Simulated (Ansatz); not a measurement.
Born–Oppenheimer molecular dynamics of GaH3O (5 atoms, charge 0, multiplicity 1). It starts at the highest image of a converged band. Of that band: Neighbouring images differ by up to 1.5 eV, so the band resolves the path poorly. A vibrational analysis at the climbing image gives one clearly imaginary mode, 1259i cm⁻¹: a first-order saddle point.

All numbers below come from RKS BLYP-D4/def2-TZVP in Ansatz.

```
ensemble                      : NVE (velocity Verlet)
time step                     : 0.5 fs
steps asked                   : 200
starting velocities drawn for : 100 K
seed                          : 3539
```

First frame:

```xyz
5
Properties=species:S:1:pos:R:3
Ga -0.963 0.471 -0.011
O 0.974 -0.136 -0.390
H -0.194 -0.374 -1.212
H -1.204 0.920 1.517
H 1.387 -0.880 0.097
```

Question: What does the run give?

Answer: The run went to its last step.

```
steps done                                               : 200
time covered                                             : 100 fs
mean temperature over the second half                    : 2773 K
spread of the potential energy over the second half      : 61.5 meV per atom
mean potential energy of the second half above the start : -207.4 meV per atom
```

The conserved energy stayed within 0.42 meV per atom of its start (net change -0.072 meV per atom), so the integration is sound. The system heated up, since it started high on the potential surface and ran downhill. A run of 0.1 ps of so small a system gives no equilibrium averages. The orbitals stay closed-shell, which can raise the energy where a bond breaks towards radicals; this wasn't checked here.

Question: What happens to the structure?

Answer: The step under study would form O2–H3 and break Ga1–O2, Ga1–H3. These pairs go: O2–H3 1.45 → 2.57 Å, Ga1–O2 2.07 → 1.69 Å, Ga1–H3 1.66 → 1.46 Å. In the last frame they stand as before the step (other bonds may differ from the relaxed reactants and products). It ends as one piece, GaH3O. Pairs count as bonded within 1.25 times the sum of covalent radii (0.12 Å more for H–H). Another seed would give other details.

Question: How do temperature and energy run in time?

Answer: 
```json
{"time (fs)": "0.0", "T (K)": "100", "potential energy less start (eV)": "0.000", "conserved less start (meV/atom)": "0.00"}
{"time (fs)": "8.0", "T (K)": "73", "potential energy less start (eV)": "0.011", "conserved less start (meV/atom)": "0.06"}
{"time (fs)": "16.0", "T (K)": "596", "potential energy less start (eV)": "-0.192", "conserved less start (meV/atom)": "0.16"}
{"time (fs)": "24.0", "T (K)": "4103", "potential energy less start (eV)": "-1.553", "conserved less start (meV/atom)": "-0.18"}
{"time (fs)": "32.0", "T (K)": "4198", "potential energy less start (eV)": "-1.590", "conserved less start (meV/atom)": "-0.12"}
{"time (fs)": "40.0", "T (K)": "2304", "potential energy less start (eV)": "-0.855", "conserved less start (meV/atom)": "0.00"}
{"time (fs)": "48.0", "T (K)": "2532", "potential energy less start (eV)": "-0.944", "conserved less start (meV/atom)": "-0.22"}
{"time (fs)": "56.0", "T (K)": "2367", "potential energy less start (eV)": "-0.879", "conserved less start (meV/atom)": "0.02"}
{"time (fs)": "64.0", "T (K)": "4251", "potential energy less start (eV)": "-1.610", "conserved less start (meV/atom)": "-0.12"}
{"time (fs)": "72.0", "T (K)": "2225", "potential energy less start (eV)": "-0.823", "conserved less start (meV/atom)": "0.14"}
{"time (fs)": "80.0", "T (K)": "2624", "potential energy less start (eV)": "-0.980", "conserved less start (meV/atom)": "-0.25"}
{"time (fs)": "88.0", "T (K)": "2272", "potential energy less start (eV)": "-0.843", "conserved less start (meV/atom)": "-0.17"}
{"time (fs)": "96.0", "T (K)": "3035", "potential energy less start (eV)": "-1.139", "conserved less start (meV/atom)": "-0.12"}
```

Time of the run: 5.1 min on 2 threads of Arm Neoverse N1, with other jobs on the host, peak memory 0.14 GiB.
